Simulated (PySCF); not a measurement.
Constitutional and geometric isomers with formula CH2N2Si. Isolated molecules, 0 K electronic values unless said otherwise. Strings in code marks are SMILES.

The dipole moment from two functionals at the same geometries (CAM-B3LYP-D3(BJ)/def2-TZVP), both in PySCF: PBE-D3(BJ)/def2-TZVP and CAM-B3LYP-D3(BJ)/def2-TZVP. 

| species | PBE-D3(BJ)/def2-TZVP (D) | CAM-B3LYP-D3(BJ)/def2-TZVP (D) |
|---|---|---|
| `N(C#N)=[SiH2]` | 6.32 | 7.11 |
| `[H]/N=[si]1/cn1` | 1.01 | 1.18 |
| `[H]/N=[SiH]/C#N` | 3.71 | 3.97 |

Over these rows, drawn at random from the members with no instability flagged (it was tested for open shells, ions and some series alone), PBE minus CAM-B3LYP-D3(BJ): mean -0.41 D, from -0.78 D to -0.17 D.
